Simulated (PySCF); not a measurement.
Where the electron goes

Compound: C6H4FN3.
Numbering: `[F:1][c:2]1[cH:3][cH:4][c:5]2[n:6][nH:7][n:8][c:9]2[cH:10]1` (hydrogens: H11 on C3; H12 on C4; H13 on N7; H14 on C10)

Geometry (GFN2-xTB, Å), atoms numbered from 1 in this order:
```
atom  x, y, z in Å
F1     2.815    1.404   -0.491
C2     1.661    0.744   -0.259
C3     1.769   -0.575    0.230
C4     0.653   -1.318    0.492
C5    -0.590   -0.716    0.256
N6    -1.844   -1.168    0.410
N7    -2.585   -0.163    0.032
N8    -1.980    0.926   -0.364
C9    -0.678    0.627   -0.241
C10    0.476    1.377   -0.506
H11    2.759   -0.973    0.389
H12    0.710   -2.327    0.866
H13   -3.594   -0.224    0.044
H14    0.429    2.385   -0.879
```

Computed, not measured: TDDFT CAM-B3LYP/def2-SVPD, vertical, gas phase, core orbitals frozen in the response (PySCF 2.14.0, density-fitted response routines).

Kohn–Sham orbitals with the atoms that hold most of them (Löwdin shares over 4%, at most four atoms; ? is withheld):

| orbital | ε (eV) | atoms |
| --- | --- | --- |
| LUMO+2 | 1.60 | N6 18%, N8 14%, C5 14%, C10 11% |
| LUMO+1 | 1.35 | C2 19%, C3 17%, C9 16%, C5 10% |
| LUMO | -0.75 | ? |
| HOMO | ? | C10 20%, C4 14%, N8 14%, C2 13% |
| HOMO-1 | -8.94 | ? |
| HOMO-2 | -10.44 | N8 44%, N6 38%, C9 6%, C5 5% |
| HOMO-3 | -10.74 | N6 24%, N8 19%, C5 14%, C9 14% |

Question: Which atoms hold the LUMO, and with what shares?

Answer: N7 (bonded to 2 N and H) 16%; C4 (bonded to 2 C and H) 15%; N6 (bonded to C and N) 12%; C3 (bonded to 2 C and H) 12%. By element: nitrogen 28% or more, carbon 27% or more.

Question: Give the leading atoms of the HOMO-1.

Answer: C3 (bonded to 2 C and H) 20%; C5 (bonded to 2 C and N) 15%; N7 (bonded to 2 N and H) 15%; C9 (bonded to 2 C and N) 13%. By element: carbon 48% or more, nitrogen 15% or more.

Question: What is the HOMO energy, and the HOMO–LUMO gap?

Answer: ε(HOMO) = -8.21 eV; the gap is 7.46 eV (0.2740 hartree).

Question: How does S1 compare with the orbital gap of 7.46 eV?

Answer: S1 is at 4.82 eV (f = 0.113), 2.63 eV below the gap, made of HOMO→LUMO (94%). 

Question: One configuration dominates each of S1, S2 and S3. Which, and how do the shares of the two leading atoms of either orbital change from the occupied to the empty one?

Answer: 
- S1 (4.82 eV, f 0.113), HOMO→LUMO (94%): C10 20% → at most 12%, C4 14% → 15%, N7 at most 14% → 16%
- S2 (5.21 eV, f 0.114), HOMO-1→LUMO (78%): C3 20% → 12%, C5 15% → at most 12%, N7 15% → 16%, C4 at most 13% → 15%
- S3 (5.83 eV, f 0.0000), HOMO-2→LUMO (88%): N8 44% → at most 12%, N6 38% → 12%, N7 at most 6% → 16%, C4 at most 6% → 15%

Cost: about 2.6 min of CPU time on one thread; the machine was shared, so the figure is rough.
